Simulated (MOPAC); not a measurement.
Job for MOPAC: PM6 on MgF, 2S+1 = 2, a spin state set in the input, which need not be the lowest, a point of a bond scan (R = 1.725 Å).

```
PM6 1SCF PRECISE CHARGE=0 UHF MS=0.5 THREADS=1
FMg

F      0.00000000 1     0.00000000 1     0.00000000 1
Mg     0.00000000 1     0.00000000 1     1.72495400 1
```

Output:

```
*******************************************************************************
 **                                                                           **
 **                              MOPAC v23.2.5                                **
 **                                                                           **
 *******************************************************************************
 ** MOPAC's Digital Object Identifier: https://doi.org/10.5281/zenodo.6511958 **
 **                                                                           **
 ** Please cite the open-source release paper for use of this MOPAC version:  **
 ** J. E. Moussa and J. J. P. Stewart (2026)                                  **
 ** MOPAC: An open-source semiempirical molecular orbital program             **
 ** J. Open Source Softw., 11(119), 8025, https://doi.org/10.21105/joss.08025 **
 *******************************************************************************

                              PM6 CALCULATION RESULTS

 *******************************************************************************
 *  PM6        - The PM6 Hamiltonian to be used
 *  UHF        - UNRESTRICTED HARTREE-FOCK CALCULATION
 *
 *
 *
 *                 CHARGE ON SYSTEM = 0
 *
 *
 *
 *  MS=        - IN MECI, MAGNETIC COMPONENT OF SPIN =  0.5
 *  PRECISE    - TIGHTER CRITERIA TO BE USED
 *  1SCF       - DO 1 SCF AND THEN STOP
 *  THREADS=1  - MULTI-THREADING NOT USED
 *  T=         - A TIME OF 172800.0 SECONDS REQUESTED
 *  DUMP=N     - RESTART FILE WRITTEN EVERY 7200.0 SECONDS REQUESTED
 *******************************************************************************
PM6 1SCF PRECISE CHARGE=0 UHF MS=0.5 THREADS=1
 FMg

   ATOM   CHEMICAL          X               Y               Z
  NUMBER   SYMBOL      (ANGSTROMS)     (ANGSTROMS)     (ANGSTROMS)

     1       F          0.00000000  *   0.00000000  *   0.00000000  *
     2      Mg          0.00000000  *   0.00000000  *   1.72495400  *



          CARTESIAN COORDINATES

    NO.       ATOM           X           Y           Z

     1         F          0.0000      0.0000      0.0000
     2        Mg          0.0000      0.0000      1.7250

 General Reference for PM6:
 "Optimization of Parameters for Semiempirical Methods V: Modification of NDDO Approximations
 and Application to 70 Elements", J. J. P. Stewart, J. Mol. Mod., 13, 1173-1213 (2007)
 URL: https://link.springer.com/article/10.1007/s00894-007-0233-4

           Empirical Formula: F Mg  =     2 atoms



      MOLECULAR POINT GROUP   :   C*v


          UHF CALCULATION, NO. OF ALPHA ELECTRONS =    5
                           NO. OF BETA  ELECTRONS =    4

 -------------------------------------------------------------------------------
 PM6 1SCF PRECISE CHARGE=0 UHF MS=0.5 THREADS=1
 FMg



     1SCF WAS SPECIFIED, SO BFGS WAS NOT USED
     SCF FIELD WAS ACHIEVED


                              PM6 CALCULATION
                                                       MOPAC v23.2.5 Linux




          FINAL HEAT OF FORMATION =        -38.97805 KCAL/MOL =    -163.08417 KJ/MOL


          COSMO AREA              =         64.67 SQUARE ANGSTROMS
          COSMO VOLUME            =         46.52 CUBIC ANGSTROMS

          IONIZATION POTENTIAL    =          8.354929 EV
          ALPHA SOMO LUMO (EV)    =         -8.355  1.494
          BETA  SOMO LUMO (EV)    =        -12.897 -2.127
          NO. OF ALPHA ELECTRONS  =          5
          NO. OF BETA  ELECTRONS  =          4
          MOLECULAR WEIGHT        =         43.3034         POINT GROUP:  C*v

          MOLECULAR DIMENSIONS (Angstroms)

            Atom       Atom       Distance
           Mg     2    F     1     1.72495
           Mg     2    F     1     0.00000
            F     1   Mg     2     0.00000


          SCF CALCULATIONS        =          1





   ATOM   CHEMICAL          X               Y               Z
  NUMBER   SYMBOL      (ANGSTROMS)     (ANGSTROMS)     (ANGSTROMS)

     1       F          0.00000000  *   0.00000000  *   0.00000000  *
     2      Mg          0.00000000  *   0.00000000  *   1.72495400  *

                             CARTESIAN COORDINATES

   1    F        0.000000000     0.000000000     0.000000000
   2   Mg        0.000000000     0.000000000     1.724954000


           Empirical Formula: F Mg  =     2 atoms



      MOLECULAR POINT GROUP   :   C*v


          ALPHA EIGENVALUES
 -36.79577 -13.31507 -13.09726 -13.09726  -8.35493   1.49392   1.49392   2.04336


           BETA EIGENVALUES
 -36.55468 -13.24447 -13.24447 -12.89734  -2.12727   1.90835   1.90835   3.08797


              NET ATOMIC CHARGES AND DIPOLE CONTRIBUTIONS

  ATOM NO.   TYPE          CHARGE      No. of ELECS.   s-Pop       p-Pop
    1          F          -0.549050        7.5490     1.95745     5.59160
    2         Mg           0.549050        1.4510     1.11308     0.33787
 DIPOLE           X         Y         Z       TOTAL
 POINT-CHG.     0.000     0.000     4.549     4.549
 HYBRID         0.000     0.000    -0.657     0.657
 SUM            0.000     0.000     3.892     3.892


          ATOMIC ORBITAL ELECTRON POPULATIONS

     Atom    s        px        py        pz
    1  F   1.95745   1.97067   1.97067   1.65027
    2 Mg   1.11308   0.02933   0.02933   0.27920


                    (SZ)    =    0.500000
                    (S**2)  =    0.750215


          ATOMIC ORBITAL SPIN POPULATIONS

    Atom   Total    s     px     py     pz
         Atomic
    1  F  0.0837  0.003 -0.001 -0.001  0.084
    2 Mg  0.9163  0.775  0.001  0.001  0.139

 **********************
 *                    *
 * JOB ENDED NORMALLY *
 *                    *
 **********************




 == MOPAC DONE ==
```

The run finished.

Cost: about 0.020 core-seconds (a rough figure).
